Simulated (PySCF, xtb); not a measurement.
C3H8N2Si, SMILES C#CC[SiH](N)N. Other conformers were not sampled.

Harmonic wavenumbers (cm⁻¹) from GFN2-xTB (xtb) at its own minimum, in rising order: 38, 101, 172, 188, 212, 245, 267, 291, 376, 507, 574, 604, 626, 640, 683, 716, 766, 805, 816, 896, 935, 1017, 1122, 1210, 1439, 1517, 1522, 2196, 2290, 2952, 2966, 3396, 3478, 3486, 3514, 3526.

### Question
What does PBE-D3(BJ)/def2-SVP (PySCF) give at its own minimum? (An estimate is asked for; the answer gives what the named calculation found.)

### Answer
56, 100, 203, 228, 261, 283, 315, 341, 400, 437, 460, 594, 639, 651, 654, 730, 785, 811, 860, 877, 921, 964, 1101, 1114, 1353, 1479, 1487, 2125, 2149, 2965, 3020, 3410, 3476, 3502, 3576, 3606. Paired by order, the mean absolute difference is 40 cm⁻¹ and the zero-point energies are 65.9 and 65.7 kcal/mol.
